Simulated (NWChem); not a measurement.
The numbers come from NWChem runs, not from measurements. System: C2H5Te, charge 0, spin multiplicity 2, at a geometry optimised with UPBE/def2-SVP with def2 effective core potentials on Te. The structure started from a generated list of species. Its SCF solution wasn't tested for a lower state. Level: UB3LYP/def2-TZVP with def2 effective core potentials on Te, VWN1-RPA local correlation.

Input file:

```
start mol
memory heap 200 mb stack 900 mb global 1100 mb
geometry units angstroms nocenter noautoz noautosym
  C      1.666556    -0.143867    -0.817431
  Te    -0.013848    -0.009344     0.371552
  C     -1.426407     0.147586    -1.273679
  H      2.636573    -0.288364    -0.319440
  H      1.634284     0.229521    -1.852080
  H     -1.193474     1.048780    -1.869695
  H     -1.359487    -0.763408    -1.895354
  H     -2.438682     0.237035    -0.837496
end
basis spherical
  * library def2-tzvp
end
ecp
  Te library def2-ecp
end
dft
  xc b3lyp
  odft
  mult 2
  semidirect memsize 60000000 filesize 0
  iterations 100
end
task dft energy
```

Output (cleaned and shortened):

```
             Northwest Computational Chemistry Package (NWChem) 7.3.0
             --------------------------------------------------------

                                NWChem Input Module
                                -------------------

 Scaling coordinates for geometry "geometry" by  1.889725989
 (inverse scale =  0.529177249)

                             Geometry "geometry" -> ""
                             -------------------------

 Output coordinates in angstroms (scale by  1.889725989 to convert to a.u.)

  No.       Tag          Charge          X              Y              Z
 ---- ---------------- ---------- -------------- -------------- --------------
    1 C                    6.0000     1.66655600    -0.14386700    -0.81743100
    2 Te                  52.0000    -0.01384800    -0.00934400     0.37155200
    3 C                    6.0000    -1.42640700     0.14758600    -1.27367900
    4 H                    1.0000     2.63657300    -0.28836400    -0.31944000
    5 H                    1.0000     1.63428400     0.22952100    -1.85208000
    6 H                    1.0000    -1.19347400     1.04878000    -1.86969500
    7 H                    1.0000    -1.35948700    -0.76340800    -1.89535400
    8 H                    1.0000    -2.43868200     0.23703500    -0.83749600

 Effective nuclear repulsion energy (a.u.)     232.9667479669

            Nuclear Dipole moment (a.u.)
            ----------------------------
        X                 Y               Z
 ---------------- ---------------- ----------------
     0.0000226767    -0.0000188973    -0.0000396842


 Summary of "ao basis" -> "" (spherical)
 ------------------------------------------------------------------------------
       Tag                 Description            Shells   Functions and Types
 ---------------- ------------------------------  ------  ---------------------
 *                         def2-tzvp                  on all atoms

                                 NWChem DFT Module
                                 -----------------

 Summary of "ao basis" -> "ao basis" (spherical)
[...]
    beta     41     42     43     44     45     46     47     48     49     50
 overlap   0.996  0.998  0.995  0.993  0.846  0.850  0.990  0.998  0.997  0.971

   alpha     51     52     53     54     55     56     57     58     59     60
    beta     51     52     53     54     55     56     57     58     59     60
 overlap   0.977  0.996  0.990  0.993  0.999  0.994  0.993  0.995  0.995  0.998

   alpha     61     62     63     64     65     66     67     68     69     70
    beta     61     62     64     63     65     66     67     68     69     70
 overlap   0.987  0.977  0.976  0.996  0.998  0.998  0.965  0.968  0.997  0.998

   alpha     71     72     73     74     75     76     77     78     79     80
    beta     71     72     73     74     75     76     77     78     78     80
 overlap   0.990  0.967  0.974  0.996  0.855  0.848  0.945  0.705  0.704  0.772

   alpha     81     82     83     84     85     86     87     88     89     90
    beta     81     82     83     84     85     86     87     88     89     90
 overlap   0.982  0.999  0.998  0.995  0.988  0.976  0.990  0.998  0.998  1.000

   alpha     91     92     93     94     95     96     97     98     99    100
    beta     91     92     93     94     95     96     97     98     99    100
 overlap   1.000  0.999  0.997  0.997  0.945  0.945  0.990  0.993  0.999  1.000

   alpha    101    102    103    104    105    106    107    108    109    110
    beta    101    102    103    104    105    106    107    108    109    111
 overlap   0.997  0.995  0.997  0.999  0.971  0.966  0.994  0.982  0.939  0.669

   alpha    111    112    113    114    115    116    117    118    119    120
    beta    110    112    113    114    115    116    117    118    119    120
 overlap   0.720  0.975  0.980  0.976  0.932  0.932  0.982  0.966  0.941  0.938

   alpha    121    122    123    124    125    126    127    128    129    130
    beta    121    123    122    124    125    126    127    128    129    130
 overlap   0.946  0.783  0.763  0.924  0.925  0.998  0.999  0.999  0.995  1.000

   alpha    131    132    133    134    135    136    137    138    139    140
    beta    131    132    133    134    135    136    137    138    139    140
 overlap   1.000  1.000  0.998  0.995  0.997  1.000  1.000  1.000  1.000  1.000

   alpha    141    142
    beta    141    142
 overlap   1.000  1.000

     --------------------------
     Expectation value of S2:
     --------------------------
      <S2> =      0.7567 (Exact =     0.7500)

 center of mass
 --------------
 x =   0.00423745 y =  -0.00834650 z =   0.19434790

 moments of inertia (a.u.)
 ------------------
         205.535326277495          23.466464182430         -27.688710304275
          23.466464182430         471.046974652296           8.131174999023
         -27.688710304275           8.131174999023         282.705709145556

     Multipole analysis of the density
     ---------------------------------

     L   x y z        total         alpha         beta         nuclear
     -   - - -        -----         -----         ----         -------
     0   0 0 0     -0.000000    -21.000000    -20.000000     41.000000

     1   1 0 0     -0.334240     -1.684186      0.617193      0.732753
     1   0 1 0      0.125064     -0.032399     -0.336931      0.494394
     1   0 0 1     -0.220352     10.237391      9.201978    -19.659721

     2   2 0 0    -28.327178   -103.805219    -94.929698    170.407738
     2   1 1 0     -0.125793      7.382688      6.331775    -13.840256
     2   1 0 1      0.935819     -7.384965    -11.623363     19.944147
     2   0 2 0    -32.419163    -21.532959    -18.498721      7.612516
     2   0 1 1     -0.630530      1.933391      2.974943     -5.538865
     2   0 0 2    -29.131211    -66.953280    -63.516519    101.338589

 Task  times  cpu:       36.1s     wall:       36.1s

 Total times  cpu:       36.1s     wall:       36.1s
```
